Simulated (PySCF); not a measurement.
InF2, SMILES [In+]([F])[F], charge +1. Atoms are numbered in the order given.

```xyz
3

In     0.0000     0.0000     0.0000
F      0.0000     0.0000    -1.8422
F      0.0000     0.0000     1.8422
```
Charge +1, spin multiplicity 1.

Geometry optimised at PBE0-D3(BJ)/def2-TZVP. The multiplicity is an assumed one; other spin states were not compared. The isomer is the one that the SMILES or the coordinates give; other isomers of the formula were not compared. The def2 effective core potentials stand for the cores of In; spin–orbit coupling is left out.

Calculation: r2SCAN/def2-TZVPD in PySCF.

Mulliken values depend strongly on the basis, most of all with diffuse functions as here. ESP charges are fitted to the potential on shells at 1.4 to 2.0 van der Waals radii. Atomic charges (e):

```json
[
 {"atom": "In1", "Mulliken": "1.54", "ESP fit": "[?]"},
 {"atom": "F2", "Mulliken": "-0.27", "ESP fit": "[?]"},
 {"atom": "F3", "Mulliken": "-0.27", "ESP fit": "[?]"}
]
```

### Question
Fill in the missing entries. (An estimate is asked for; the answer gives what the named calculation found.)

### Answer

- In1, ESP fit: 1.56
- F2, ESP fit: -0.28
- F3, ESP fit: -0.28
